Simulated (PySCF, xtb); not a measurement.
Sn(OH)2(PH2)2 (H6O2P2Sn), SMILES [PH2][Sn]([PH2])([OH])[OH]. The values are those of a single conformer.

Harmonic wavenumbers (cm⁻¹) from GFN2-xTB in xtb at its own minimum, in rising order: 45, 57, 72, 73, 103, 119, 145, 182, 230, 281, 303, 416, 428, 570, 592, 612, 617, 725, 732, 1117, 1119, 2254, 2262, 2336, 2344, 3683, 3685.

What does PySCF 2.14.0 with PBE-D3(BJ)/def2-SVP give at its own minimum? (An estimate is asked for; the answer gives what the named calculation found.)

50, 63, 72, 100, 115, 145, 164, 202, 274, 279, 313, 576, 581, 586, 604, 630, 640, 830, 835, 1048, 1050, 2307, 2308, 2326, 2326, 3701, 3702. Paired by order, the mean absolute difference is 39 cm⁻¹ and the zero-point energies are 35.9 and 36.9 kcal/mol.
